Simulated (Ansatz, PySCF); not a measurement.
N-methyl-N-silylethenamine (C3H9NSi), SMILES C=CN(C)[SiH3]. Atoms are numbered in the order given.

```xyz
14

C      1.7367    -1.2285     0.4140
C      1.3180     0.0463     0.3190
N      0.0370     0.4941     0.0088
C     -0.2396     1.9030     0.2587
Si    -1.2177    -0.6333    -0.4917
H      1.0698    -2.0861     0.2908
H      2.7872    -1.4403     0.6154
H      2.0404     0.8566     0.4795
H     -1.2033     2.1874    -0.1864
H     -0.2833     2.1405     1.3381
H      0.5385     2.5413    -0.1958
H     -0.7266    -1.4683    -1.6235
H     -1.6414    -1.5542     0.6063
H     -2.3801     0.1969    -0.9098
```
Charge 0, spin multiplicity 1.

Geometry optimised at B3LYP-D3(BJ)/def2-SVP. Other conformers were not sampled.

Two levels are set side by side: PBE-D3(BJ)/def2-SVP (Ansatz, a first-principles code) and B3LYP-D3(BJ)/def2-SVP (Ansatz). Each level has its own optimised geometry; the coordinates shown are those of the second. Frequencies come from the Hessian of PySCF at each geometry. Differences are taken from unrounded values.

```
quantity                            B3LYP-D3(BJ)
----------------------------------  ------------
mean bond length (Å)                       1.309
bond C1–C2 (Å)                             1.345
bond C2–N3 (Å)                             1.392
bond N3–C4 (Å)                             1.457
bond N3–Si5 (Å)                            1.760
bond C1–H6 (Å)                             1.093
bond C1–H7 (Å)                             1.090
bond C2–H8 (Å)                             1.097
bond C4–H9 (Å)                             1.099
bond C4–H10 (Å)                            1.106
bond C4–H11 (Å)                            1.104
bond Si5–H12 (Å)                           1.490
bond Si5–H13 (Å)                           1.494
bond Si5–H14 (Å)                           1.488
highest harmonic wavenumber (cm⁻¹)          3251
mean harmonic wavenumber (cm⁻¹)             1364
zero-point energy (kcal/mol)               70.22
```

**Question.** What does PBE-D3(BJ) give, and how far is it from B3LYP-D3(BJ)? (An estimate is asked for; the answer gives what the named calculation found.)

**Answer.** 
```tsv
quantity	PBE-D3(BJ)	PBE-D3(BJ) minus B3LYP-D3(BJ)
mean bond length (Å)	1.318	0.009
bond C1–C2 (Å)	1.355	0.010
bond C2–N3 (Å)	1.394	0.002
bond N3–C4 (Å)	1.458	0.001
bond N3–Si5 (Å)	1.771	0.011
bond C1–H6 (Å)	1.102	0.008
bond C1–H7 (Å)	1.098	0.007
bond C2–H8 (Å)	1.106	0.009
bond C4–H9 (Å)	1.107	0.008
bond C4–H10 (Å)	1.114	0.008
bond C4–H11 (Å)	1.112	0.008
bond Si5–H12 (Å)	1.503	0.013
bond Si5–H13 (Å)	1.508	0.014
bond Si5–H14 (Å)	1.502	0.013
highest harmonic wavenumber (cm⁻¹)	3192	-58
mean harmonic wavenumber (cm⁻¹)	1325	-40
zero-point energy (kcal/mol)	68.18	-2.04
```

Exact exchange shortens and stiffens bonds; PBE has none. Differences between two approximate levels are no errors against the true value.
